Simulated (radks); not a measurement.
Results of a calculation; reference values are marked as such.
I, 53 electrons, occupied as [Kr] 4d10 5s2 5p5 (the NIST ground configuration). Level of theory: scalar-relativistic Kohn-Sham, PBEsol, spin-polarised, spherical densities, finite nucleus; open shells are filled with parallel spins first (spin-orbit coupling, left out, can overturn this in heavy ions); Fermi nuclear charge, rms radius 4.75 fm (a radial shooting solver on a logarithmic mesh with Libxc functionals). Some entries of the table are withheld. Estimate them.

| orbital | occ. | eigenvalue (eV) | <1/r> (bohr^-1) |
|---|---|---|---|
| 1s up | 1 | -32965.99 | 56.81 |
| 1s down | 1 | -32965.96 | 56.81 |
| 2s up | 1 | -5093.688 | 13.02 |
| 2s down | 1 | -5093.673 | 13.02 |
| 2p up | 3 | -4572.758 | 12.45 |
| 2p down | 3 | -4572.732 | 12.45 |
| 3s up | 1 | -1027.814 | 4.665 |
| 3s down | 1 | -1027.786 | 4.665 |
| 3p up | 3 | -858.9915 | 4.436 |
| 3p down | 3 | -858.9605 | 4.436 |
| 3d up | 5 | -605.9010 | 4.199 |
| 3d down | 5 | -605.8716 | 4.199 |
| 4s up | 1 | -180.3274 | 1.887 |
| 4s down | 1 | -180.2661 | 1.887 |
| 4p up | 3 | -127.3915 | (1) |
| 4p down | 3 | -127.3269 | (2) |
| 4d up | 5 | -50.2425 | 1.440 |
| 4d down | 5 | -50.1378 | 1.442 |
| 5s up | 1 | -17.7227 | (3) |
| 5s down | 1 | -17.1213 | (4) |
| 5p up | 3 | (5) | 0.5253 |
| 5p down | 2 | (6) | 0.5226 |

Answer. 
(1) 4p up <1/r> (bohr^-1): 1.728
(2) 4p down <1/r> (bohr^-1): 1.728
(3) 5s up <1/r> (bohr^-1): 0.6639
(4) 5s down <1/r> (bohr^-1): 0.6657
(5) 5p up eigenvalue (eV): -7.3763
(6) 5p down eigenvalue (eV): -6.7697
